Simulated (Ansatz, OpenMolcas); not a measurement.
Worked example: vertical ionisation energy of SiBrCl3 (bromotrichlorosilane)

The species is SiBrCl3 (5 atoms), meant as a singlet with charge 0. SMILES: `Cl[Si](Cl)(Cl)Br`. The shape is that of a PBE0-D4/def2-TZVP optimisation.

Both states at this one shape; open shells run unrestricted unless said. 1 Eh = 27.2114 eV.

```tsv
level	program	singlet SiBrCl3 (Eh)	doublet [SiBrCl3]+ (Eh)	HOMO of the first (eV)
PBE/cc-pVDZ	Ansatz	-4243.325744	-4242.939673	-7.62
M06-L/cc-pVDZ	OpenMolcas	-4244.320729	-4243.921504	-8.06
```

Question: Work out the vertical ionisation energy at each level.

Answer: 
1. PBE/cc-pVDZ: -4242.939673 − (-4243.325744) = 0.386071 Eh = 10.51 eV; −ε(HOMO) = 7.62 eV.
2. M06-L/cc-pVDZ: -4243.921504 − (-4244.320729) = 0.399225 Eh = 10.86 eV; −ε(HOMO) = 8.06 eV.

No measured value is set beside it here; the levels span 10.51 to 10.86 eV. In semi-local functionals −ε(HOMO) lies far under the ionisation energy, a result of self-interaction, while the difference of totals does much better. Spin-orbit coupling, which splits open shells on such heavy atoms by tenths of an eV, is left out. All-electron rows are non-relativistic unless named.
